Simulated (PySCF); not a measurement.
## Dipole response of Ne²⁺ (neon, charge +2)

[He] 2s2 2p4, high-spin 3P determinant. Computed with PySCF 2.14 in aug-cc-pV5Z (7s6p5d4f3g2h, 127 functions), with no relativity, point nucleus. Coupled (time-dependent) response in atomic units; α is the mean over directions.

| method | mean α (bohr³) | α xx, yy, zz | C₆ (like pair) | S(−4) |
| --- | --- | --- | --- | --- |
| UHF | 0.8306 | 0.9052, 0.6816, 0.9052 | 1.034 | 0.3624 |
| PBE | 0.8717 | 0.9378, 0.7396, 0.9378 | 1.108 | 0.3946 |
| PBE0 | 0.8566 | 0.9247, 0.7206, 0.9247 | 1.082 | 0.3806 |
| PBEsol | 0.8740 | 0.9399, 0.7422, 0.9399 | 1.112 | 0.3968 |
| TPSSh | 0.8558 | 0.9220, 0.7236, 0.9220 | 1.090 | 0.3648 |

S(−4) is the Cauchy moment in α(ω) = α(0) + S(−4) ω² + …

α(iu) at PBE:

```
u (hartree)  α(iu) (bohr³)
          0         0.8717
     0.0500         0.8707
      0.100         0.8678
      0.200         0.8565
      0.300         0.8388
      0.500         0.7904
      0.750         0.7193
       1.00         0.6480
       1.50         0.5223
       2.00         0.4226
       3.00         0.2854
       5.00         0.1495
```

A single London oscillator, α(iu) = α/(1 + u²/ω²), gives C₆ = (3/4) ω α². Matching the computed C₆ needs ω = 4 × 1.108 / (3 × 0.8717²) = 1.94 hartree.

For an ion, C₆ is the dispersion term alone; charge-induced terms of lower order in 1/R come first.

The components differ because the open shell of this determinant is not spherical; for a pure term their mean is the scalar polarisability.
